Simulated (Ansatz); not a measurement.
Cartesian coordinates in Å:
```
C -2.724 -0.790 1.683
C -1.542 -0.097 2.350
Ga -0.038 0.257 1.152
Cl 1.781 1.172 1.879
O -0.157 -0.177 -0.562
C 0.782 -0.027 -1.610
C 1.097 1.435 -1.865
C 2.030 -0.849 -1.354
H -3.126 -0.199 0.858
H -2.443 -1.761 1.270
H -3.535 -0.956 2.398
H -1.834 0.866 2.780
H -1.149 -0.686 3.184
H 0.282 -0.430 -2.501
H 0.177 1.998 -2.033
H 1.732 1.546 -2.748
H 1.625 1.871 -1.012
H 2.576 -0.464 -0.488
H 2.700 -0.816 -2.217
H 1.766 -1.892 -1.167
```

Total charge 0; spin multiplicity 1.

Problem. List the ωB97M-V/def2-TZVPP orbital energies in eV (Ansatz). (Best estimate.)

Solution. The calculation gave: Occupied: -10153.84, -2771.40, -1257.29, -1111.50, -1111.39, -1111.35, -525.70, -282.75, -281.66, -281.39, -280.99, -280.99, -261.78, -199.24, -199.15, -199.13, -154.75, -107.27, -107.04, -106.94, -30.56, -26.58, -26.28, -26.26, -26.20, -26.18, -24.64, -24.10, -23.89, -21.98, -20.04, -19.00, -15.94, -15.66, -15.15, -14.55, -14.53, -14.01, -13.32, -13.31, -12.76, -12.51, -12.40, -12.32, -11.49, -11.37, -10.50, -10.33, -10.15. Lowest empty: 1.16, 1.43, 2.79, 2.96, 3.34, 3.91, 4.13, 4.21.
